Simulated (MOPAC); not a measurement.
MOPAC input (MNDO):

```
MNDO PRECISE GNORM=0.05 LET XYZ CHARGE=1 GEO-OK AUX(PRECISION=9) THREADS=1
CHF2

F    -1.05857075 1   -0.21560565 1    0.02076994 1
C     0.00212202 1    0.41286249 1   -0.01271567 1
F     1.05629413 1   -0.22733482 1   -0.00712790 1
H     0.00775742 1    1.50928936 1   -0.04648432 1
```

Question: What heat of formation does the run end on?

Answer: 132.39 kcal/mol.
